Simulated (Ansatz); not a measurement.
Two isomers of C4H7I: A = `IC1CCC1`, B = `C/C=C(\C)I`.

Gas-phase electronic energies from Ansatz, PBE0-D4/def2-TZVP geometries. CCSD(T)/CBS is the MP2 limit (def2-TZVPP, def2-QZVPP) plus CCSD(T) − MP2 in def2-TZVPP, frozen cores. DFT in def2-TZVPP. B3LYP here is the variant with VWN-RPA as its local correlation; programs differ in this. def2 core potentials past Kr. For I outer-core shells are correlated without core-valence functions, which leaves a few kJ/mol of doubt a bond.

**Question.** Which is lower in electronic energy at CCSD(T)/CBS, and by how much? (An estimate is asked.)

**Answer.** Computed: B, by 24.4 kJ/mol.

**Question.** Give E(B) − E(A) in kJ/mol with r2SCAN-D4, B2PLYP, CCSD(T)/def2-TZVPP, B3LYP, PBE0-D4, PBE-D4, CCSD/def2-TZVPP. (Best estimate.)

**Answer.** The calculation gave: r2SCAN-D4 -29.9, B2PLYP -34.3, CCSD(T)/def2-TZVPP -23.6, B3LYP -41.1, PBE0-D4 -16.8, PBE-D4 -26.5, CCSD/def2-TZVPP -21.7. None reverses the order clearly.

Largest T1 diagnostic: 0.009.

In def2-TZVPP, CCSD(T) changes the Hartree–Fock value by +9.1 kJ/mol (the triples alone add −1.9 kJ/mol) and MP2 by +13.3 kJ/mol. From PBE to PBE0 (25 % exact exchange), in def2-TZVPP and without D4, E(B) − E(A) moves by +10.1 kJ/mol.
